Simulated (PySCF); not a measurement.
Molecule: SMILES c1(F)c([O-])scc1, [C4H2FOS]-.

Cartesian coordinates in Å; atom numbers follow the order of the lines, from 1:
```xyz
9

O     2.486    0.897   -0.021
C     1.307    0.554   -0.009
S    -0.052    1.773   -0.360
C    -1.290    0.560   -0.154
C    -0.760   -0.647    0.150
C     0.643   -0.633    0.224
F     1.340   -1.795    0.526
H    -2.319    0.839   -0.273
H    -1.340   -1.542    0.321
```

Total charge -1.

Frames of a GFN2-xTB Langevin trajectory at 300 K; GIAO PBE0/pcSseg-1 shieldings in PySCF, gas phase, non-relativistic; equivalent atoms averaged within each frame.

Chemical shifts δ = σref − σ; H2O for ¹⁷O (336.08 ppm); TMS for ¹³C (186.93 ppm) and ¹H (31.72 ppm); CS2 for ³³S (503.73 ppm); ¹⁹F (170.95 ppm) vs CFCl3, all at this level. The references are static minima.

Q: How do the shifts (ppm) fluctuate along the trajectory?

A: 
```csv
time (fs),O1,C2,C6,C5,C4,S3,F7,H9,H8
250,317.0,173.3,145.0,127.1,85.5,143,-222.3,6.71,4.23
425,335.8,177.9,143.0,130.4,85.5,174,-221.1,6.48,3.15
625,332.6,172.7,147.3,127.7,86.1,200,-219.0,6.17,4.49
800,394.9,194.5,148.4,122.2,85.5,215,-222.3,6.34,3.55
1000,295.7,167.3,131.6,119.1,91.4,204,-224.7,6.45,4.94
mean of frames,335.2,177.1,143.1,125.3,86.8,187,-221.9,6.43,4.07
standard deviation,36.9,10.4,6.7,4.6,2.6,29,2.1,0.20,0.72
```

5 frames give an uncertainty of the mean of about the standard deviation over 2.2 at best, since frames this close in time may not be independent; classical motion lacks zero-point vibration, and the reference would need the same averaging.
